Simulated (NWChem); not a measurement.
Species: C$_{2}$H$_{4}$AlNO$_{2}$; SMILES C[O][AlH][N]=C=O

```xyz
10

Al    -1.1695    -0.6123    -0.0791
H     -2.7298    -0.5548    -0.1862
N     -0.1963     0.8724     0.0569
C      0.4392     1.8875     0.1480
O      1.0582     2.8746     0.2366
O     -0.4030    -2.1115    -0.0934
C      0.8467    -2.7138    -0.0330
H      1.0300    -3.3172    -0.9393
H      1.6713    -1.9828     0.0570
H      0.9065    -3.3959     0.8331
```
Atoms are numbered in this order, from 1.

Program: NWChem. Pople sets run with spherical d functions. Structure relaxed at the PBE0/def2-SVP level. B3LYP is NWChem's, with the RPA form of VWN correlation. Field at 589 nm.

Problem. What does the run give for B3LYP/6-31G*? Quantities: isotropic polarisability (bohr³); anisotropy (bohr³).

Solution. 
```
Quantity                          Value
--------------------------------  -----
isotropic polarisability (bohr³)   54.2
anisotropy (bohr³)                 36.5
```
